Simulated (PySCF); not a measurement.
A structure optimised at B3LYP-D3(BJ)/def2-SVP, used in a PySCF frequency run:

```xyz
12

F      1.9810    -0.1167     1.2110
Si     1.3698     0.0398    -0.2955
N     -0.3448     0.0077    -0.3537
C     -1.3531    -0.9852    -0.3125
C     -2.3804    -0.1552    -0.0303
C     -1.4065     1.0109    -0.0208
H      1.8115     1.3659    -0.7890
H      1.8722    -1.1143    -1.0792
H     -1.2065    -2.0544    -0.4852
H     -3.4533    -0.2532     0.1078
H     -1.2438     1.5036     0.9520
H     -1.5317     1.7692    -0.8111
```

Problem. Write its SMILES and formula.

Solution. F[SiH2]N1C=CC1, C3H6FNSi

Problem. What are its rotational constants (standard atomic weights)?

Solution. 7.4546, 1.6675, 1.6261 GHz
